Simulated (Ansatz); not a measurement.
C₄H₅F₃S (`C=CCSC(F)(F)F`), relaxed with RKS PBE0-D4/def2-TZVP in Ansatz 0.2.0 from a GFN2-xTB geometry. The force threshold is 0.005 eV/Å; the program also tests the step.

Total charge 0; spin multiplicity 1.

Start:

```xyz
13

C    -0.513   -1.801   -0.273
C    -0.390   -0.988    0.759
C     0.810   -0.141    0.993
S     0.403    1.651    0.920
C    -0.100    1.739   -0.828
F     0.757    1.099   -1.628
F    -1.303    1.205   -1.047
F    -0.150    3.007   -1.224
H     0.266   -1.903   -1.012
H    -1.395   -2.398   -0.421
H    -1.183   -0.877    1.485
H     1.602   -0.332    0.270
H     1.196   -0.261    2.006
```

```tsv
step	energy (eV)	largest force (eV/Å)	largest move (Å)
1	-23204.2068	0.503	0.000
2	-23204.2322	0.211	0.090
3	-23204.2394	0.188	0.097
4 (rejected)	-23204.2363	0.190	0.065
5	-23204.2430	0.048	0.031
6	-23204.2434	0.036	0.022
7	-23204.2436	0.016	0.013
8	-23204.2437	0.017	0.017
9	-23204.2437	0.007	0.008
10	-23204.2437	0.003	0.005
```

End:

```xyz
13

C    -0.500   -1.923   -0.210
C    -0.411   -1.015    0.750
C     0.771   -0.132    0.938
S     0.399    1.646    0.891
C    -0.083    1.825   -0.836
F     0.773    1.230   -1.673
F    -1.293    1.336   -1.110
F    -0.104    3.128   -1.119
H     0.298   -2.062   -0.933
H    -1.374   -2.554   -0.312
H    -1.229   -0.878    1.452
H     1.560   -0.350    0.218
H     1.193   -0.250    1.941
```

Hardware: 2 threads of an AMD EPYC 7R13 on a shared host and a share of an NVIDIA H100 80 GB. Wall time 23 s, peak host memory 0.92 GiB.
